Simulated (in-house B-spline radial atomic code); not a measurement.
**Binding energies in Pb4+**

NIST's tabulated ground configuration is [Xe] 4f14 5d10; each binding energy is the energy of the ion with one electron taken from that subshell, relaxed, less that of the parent. Computed with an all-electron radial atomic-structure program (B-spline basis): Dirac-Hartree-Fock, average of configuration, Fermi nucleus of rms radius 5.5012 fm. Energies include first-order Breit, QED and recoil terms.

```
subshell  X-ray name  binding energy (eV)  -ε (eV)  relaxation (eV)
      1s           K              88050.7  88638.8             94.0
      2s          L1              15918.2  16038.3             56.0
   2p1/2          L2              15250.2  15374.5             61.1
   2p3/2          L3              13085.7  13181.6             56.8
      3s          M1               3908.6   3952.9             31.0
   3p1/2          M2               3610.3   3654.9             32.2
   3p3/2          M3               3122.3   3159.4             29.9
   3d3/2          M4               2637.6   2675.6             33.1
   3d5/2          M5               2535.5   2571.1             32.3
      4s          N1                950.1    965.8             12.7
   4p1/2          N2                820.7    836.0             12.7
   4p3/2          N3                700.4    713.1             11.4
   4d3/2          N4                489.6    501.5             11.3
   4d5/2          N5                467.2    478.3             10.9
      5s          O1                204.3    207.9              3.0
   4f5/2          N6                  192    202.6             10.9
   4f7/2          N7                187.1    197.4             10.6
   5p1/2          O2                158.7    161.8              2.7
   5p3/2          O3                136.4    138.7              2.1
   5d3/2          O4                69.95    71.40             1.43
   5d5/2          O5                67.27    68.53             1.29
```

Relaxation = -ε minus the binding energy without Breit, QED and recoil terms.

Emission lines follow as differences of binding energies, with λ = 12398.42 eV·Å / E:

```tsv
line	holes	energy (eV)	wavelength (Å)
K-L3	1s → 2p3/2	74965.0	0.16539
K-L2	1s → 2p1/2	72800.5	0.17031
K-M3	1s → 3p3/2	84928.4	0.14599
L3-M5	2p3/2 → 3d5/2	10550.2	1.1752
L2-M4	2p1/2 → 3d3/2	12612.6	0.98302
L1-M3	2s → 3p3/2	12795.9	0.96894
L3-M1	2p3/2 → 3s	9177.1	1.351
L2-N4	2p1/2 → 4d3/2	14760.6	0.83997
M5-N7	3d5/2 → 4f7/2	2348.4	5.2795
M4-N6	3d3/2 → 4f5/2	2445.6	5.0697
```

(1) What screening constant σ does Moseley's law, E = (3/4)·13.6057 eV·(Z - σ)², need for K-L3?

Moseley's non-relativistic formula needs a falling, then negative, screening constant for heavy elements, because relativity binds the 1s electron more strongly than the formula allows.

(2) What does it cost to remove both a 2p3/2 and a 4p1/2 electron?

(3) What does it cost to remove both a 4f5/2 and a 5d5/2 electron?

(4) What does it cost to remove both a 2p3/2 and a 5d5/2 electron?

Answers

(1) σ = -3.71.

(2) 13955 eV, which is 48.26 eV more than the two single binding energies together.

(3) 278.51 eV, which is 19.28 eV more than the two single binding energies together.

(4) 13173 eV, which is 19.67 eV more than the two single binding energies together.
